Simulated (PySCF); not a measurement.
C₂H₁₀N₂Si₂, SMILES [SiH2]1C[Si@H](NC1)N. Heavy atoms are numbered as in [NH2:1][Si@@H:2]1[CH2:3][SiH2:4][CH2:5][NH:6]1. Hydrogens are named by the atom that carries them.

Geometry: PBE0-D3(BJ)/def2-SVP. The structure was generated by enumeration; whether it is a known compound was not checked. The values are those of a single conformer.

Level of theory: PBE0/def2-TZVP in PySCF.

ESP charges are fitted to the potential on shells at 1.4 to 2.0 van der Waals radii. Atomic charges (e), one atom of each kind:

| atom | Löwdin | ESP fit |
|---|---|---|
| N1 (NH2) | -0.26 | -1.16 |
| Si2 (SiH) | 0.07 | 0.81 |
| C3 (CH2) | -0.48 | -0.57 |
| Si4 (SiH2) | 0.27 | 0.43 |
| C5 (CH2) | -0.44 | -0.28 |
| N6 (NH) | -0.08 | -0.48 |
| H on N1 | 0.16 | 0.42 |
| H on Si2 | -0.04 | -0.17 |
| H on C3 | 0.15 | 0.15 |
| H on Si4 | -0.03 | -0.12 |
| H on C5 | 0.12 | 0.09 |
| H on N6 | 0.17 | 0.29 |

Computed Mayer and Wiberg (Löwdin basis) orders of the bonds:
```tsv
bond	Mayer	Wiberg
N1–Si2	1.18	1.53
Si2–C3	0.93	1.09
C3–Si4	1.01	1.17
Si4–C5	0.98	1.10
Si2–N6	1.18	1.37
C5–N6	0.97	1.38
```
